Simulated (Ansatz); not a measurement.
## A barrier at the coupled-cluster level

Start structure (Si₂H₈O₃F₂, closed shell), relaxed at PBE0-D4/def2-TZVP:

```
atom    x (Å)    y (Å)    z (Å)
 Si1  -1.3464   0.4634   0.1142
  O2   0.2396   0.4442  -0.3239
 Si3   1.0553   1.3083  -1.4787
  F4  -1.9860  -0.9860  -0.0152
  F5  -2.0029   1.1872  -1.1702
  H6  -1.7921   1.3674   1.1753
  H7  -0.0085  -1.2719   1.7223
  O8  -0.5721  -0.5219   2.0165
  H9   0.9591  -1.5130  -0.0119
 O10   0.9895  -2.2321   0.6339
 H11   0.7864   2.7585  -1.3248
 H12   2.4962   1.0356  -1.2522
 H13   0.6741   0.8578  -2.8386
 H14   0.0007   0.0631   2.5199
 H15   0.5073  -2.9605   0.2334
```

The step: Si₂H₄OF₂ ([F][SiH]([F])[O][SiH3]) + H₂O + H₂O → SiH₂OF₂ ([OH][SiH]([F])[F]) + SiH₄O ([OH][SiH3]) + H₂O (still joined by a long Si–O bond); bonds formed: Si1–O8, O2–H9, H7–O10; bonds broken: H7–O8, H9–O10; bonds weakened to dative contacts: Si1–O2. Computed with Ansatz 0.2.0 (basis: def2-TZVPP and def2-QZVPP); correlated methods freeze the cores. Extrapolation: Hartree–Fock as exp(−7.88 √X), correlation as X^−2.97. Energies below are by CCSD(T) at an estimated basis limit (MP2 extrapolated from triple and quadruple zeta, plus CCSD(T) − MP2 in triple zeta).

Task: What are the electronic barrier and the energy of the step, from the start structure to the end structure? (To be estimated.)

Result: By the calculation: Barrier 0.735 eV; step energy 0.264 eV (uphill); reverse barrier, their difference, 0.471 eV. Barrier and step energy count from the start structure, the reverse barrier from the end structure.

The saddle point: One imaginary mode of 711i cm⁻¹.
```
  pair  start (Å)  saddle (Å)  end (Å)
Si1–O8       2.28        1.80     1.67
 O2–H9       2.11        1.23     0.99
H7–O10       1.76        1.08     0.97
Si1–O2       1.65        1.75     2.05
 H7–O8       0.98        1.37     1.89
H9–O10       0.97        1.18     1.63
```

Zero-point energy (harmonic, PBE0-D4): ZPE is 2.609 eV at the start and 2.523 eV at the saddle, so the barrier goes from 0.735 to 0.648 eV.

T1 diagnostic: at most 0.012.

Labels in which every atom is bracketed show which atoms are joined, not bond orders.

For scale, one of the runs: CCSD(T)/def2-TZVPP, 351 basis functions, launched by `ansatz run in.yaml --threads 4 --pin off --events-out ev --progress --plain --max-ram 46080MiB --backend cuda --devices 0, --max-vram 37GiB`. Hardware: 4 CPU threads of an AMD EPYC 7R13 and a share of one NVIDIA H100, shared host. Wall time 16 s; peak host memory 0.89 GiB.
